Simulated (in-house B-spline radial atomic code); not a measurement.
Ho is squeezed into an impenetrable sphere of radius R (the orbitals vanish at R). Computed with a radial B-spline atomic code at the basis-set limit: scalar-relativistic (X2C) Hartree-Fock, spin-polarised, averaged over the determinants with the given up and down occupations, Fermi nucleus of rms radius 5.2022 fm.

Energies in eV above the free atom in [Xe] 4f11 6s2:

```json
{"R (bohr)": "8.21", "highest level (eV)": "-4.6", "[Xe] 4f11 6s2": "0.5605", "[Kr] 4d10 4f11 5s2 5p5 5d1 6s2": "24.63", "[Xe] 4f11 5d1 6s1": "2.638"}
{"R (bohr)": "6.26", "highest level (eV)": "-2.99", "[Xe] 4f11 6s2": "2.943", "[Kr] 4d10 4f11 5s2 5p5 5d1 6s2": "26.93", "[Xe] 4f11 5d1 6s1": "4.505"}
{"R (bohr)": "5.24", "highest level (eV)": "-0.435", "[Xe] 4f11 6s2": "7.281", "[Kr] 4d10 4f11 5s2 5p5 5d1 6s2": "31.43", "[Xe] 4f11 5d1 6s1": "7.667"}
{"R (bohr)": "4.53", "highest level (eV)": "3.46", "[Xe] 4f11 6s2": "14.44", "[Kr] 4d10 4f11 5s2 5p5 5d1 6s2": "39.06", "[Xe] 4f11 5d1 6s1": "12.76"}
{"R (bohr)": "3.67", "highest level (eV)": "14.9", "[Xe] 4f11 6s2": "37.55", "[Kr] 4d10 4f11 5s2 5p5 5d1 6s2": "63.83", "[Xe] 4f11 5d1 6s1": "29.4"}
{"R (bohr)": "2.92", "highest level (eV)": "43.3", "[Xe] 4f11 6s2": "105.6", "[Kr] 4d10 4f11 5s2 5p5 5d1 6s2": "135.8", "[Xe] 4f11 5d1 6s1": "80.79"}
{"R (bohr)": "2.58", "highest level (eV)": "71.6", "[Xe] 4f11 6s2": "184.1", "[Kr] 4d10 4f11 5s2 5p5 5d1 6s2": "217.8", "[Xe] 4f11 5d1 6s1": "142.7"}
{"R (bohr)": "2.06", "highest level (eV)": "165", "[Xe] 4f11 6s2": "493.4", "[Kr] 4d10 4f11 5s2 5p5 5d1 6s2": "537.8", "[Xe] 4f11 5d1 6s1": "398.6"}
{"R (bohr)": "1.9", "highest level (eV)": "218", "[Xe] 4f11 6s2": "695.9", "[Kr] 4d10 4f11 5s2 5p5 5d1 6s2": "745.8", "[Xe] 4f11 5d1 6s1": "571.3"}
{"R (bohr)": "1.23", "highest level (eV)": "881", "[Xe] 4f11 6s2": "4068", "[Kr] 4d10 4f11 5s2 5p5 5d1 6s2": "4159", "[Xe] 4f11 5d1 6s1": "3595"}
```

Task: Does [Kr] 4d10 4f11 5s2 5p5 5d1 6s2 fall below [Xe] 4f11 6s2 under compression?

Result: No, it stays above over the whole range.

Task: Does [Xe] 4f11 5d1 6s1 fall below [Xe] 4f11 6s2 under compression?

Result: Yes, between R = 5.24 and 4.53 bohr the order changes (near 5.11 bohr by linear interpolation).

The highest level is first positive in the row R = 4.53 bohr, pushed up by confinement above the zero of the free ion's potential. Each configuration is held fixed and needn't be the lowest in the sphere.
